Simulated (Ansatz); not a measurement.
Species: CdI (charge 0, doublet). The spin state was set by rule; other spins were not relaxed. SMILES of the parent species: [Cd][I]
Coordinates optimised at B3LYP-D3(BJ)/def2-TZVP (Ansatz, a first-principles code):
```
Cd
I 1 2.7554
```
Charge 0, spin multiplicity 2.

Quantity: atomisation energy (electronic, to ground-state atoms), in kcal/mol. Valence correlation only, unless marked. Open shells are spin-unrestricted. Spin-orbit coupling is left out. Frozen are the shells of the preceding noble gas and the d and f shells that filled before the atom's block. Past Kr the def2 sets carry scalar-relativistic core potentials. The coupled-cluster limit lacks core correlation, which all-electron functionals hold. CBS(X,Y): correlation extrapolated as X^-3; Hartree-Fock from the larger set.

| level | program | atomisation energy (kcal/mol) |
|---|---|---|
| B3LYP-D4/def2-TZVPD | Ansatz + dftd4 | 26.0 |
| PBE0-D3(BJ)/def2-TZVP | Ansatz + dftd3 | 30.8 |
| RPA@PBE/def2-QZVPP | Ansatz | 19.2 |
| SCS-MP2/def2-TZVPP | Ansatz | 20.9 |

Task: What does CCSD(T)/CBS(def2-TZVPPD,def2-QZVPPD) (Ansatz) give?

Result: 27.6 kcal/mol
